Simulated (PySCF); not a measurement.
# Electron correlation in Cl²⁺ (chlorine, charge +2)

[Ne] 3s1 3p3 4s1, high-spin 6S determinant (an excited configuration). Computed with PySCF 2.14 in aug-cc-pCVTZ-DK, with scalar relativity by spin-free X2C-1e. Frozen: [Ne]; 5 electrons correlated.

```tsv
level	correlation energy (mhartree)
CCSD	-49.28
(T)	-0.81
CCSD(T)	-50.09
```

Diagnostics: T1 = 0.0062, D1 = 0.0194, largest double amplitude 0.047.

The outer electron is Rydberg-like, and this basis confines it to a smaller radius and binds it less than a complete one would.

Cost of the coupled-cluster step: of the order of 5 core-seconds, for 5 correlated electrons.

Iterations:

```
CC2 = 0
CCSD nocc = (np.int64(5), np.int64(0)), nmo = (70, 70)
frozen orbitals [[0, 1, 2, 3, 4], [0, 1, 2, 3, 4]]
max_cycle = 100
direct = 0
conv_tol = 1e-08
conv_tol_normt = 1e-06
diis_space = 8
diis_start_cycle = 0
Init t2, MP2 energy = -0.0379989987369265
Init E_corr(UCCSD) = -0.0379989988148563
cycle = 1  E_corr(UCCSD) = -0.046312657304973  dE = -0.00831365849  norm(t1,t2) = 0.0314106
cycle = 2  E_corr(UCCSD) = -0.0484376763006831  dE = -0.002125019  norm(t1,t2) = 0.00976823
cycle = 3  E_corr(UCCSD) = -0.0493138842683489  dE = -0.000876207968  norm(t1,t2) = 0.00327466
cycle = 4  E_corr(UCCSD) = -0.0492822512411789  dE = 3.16330272e-05  norm(t1,t2) = 0.000274349
cycle = 5  E_corr(UCCSD) = -0.0492822700508675  dE = -1.88096886e-08  norm(t1,t2) = 2.50307e-05
cycle = 6  E_corr(UCCSD) = -0.0492820682545082  dE = 2.01796359e-07  norm(t1,t2) = 2.24329e-06
cycle = 7  E_corr(UCCSD) = -0.0492821123982026  dE = -4.41436945e-08  norm(t1,t2) = 3.27096e-07
cycle = 8  E_corr(UCCSD) = -0.0492821040793407  dE = 8.31886193e-09  norm(t1,t2) = 5.4419e-08
UCCSD converged
E(UCCSD) = -458.6485316490564  E_corr = -0.04928210407934071
UCCSD(T) correction = -0.000806592144433644
```
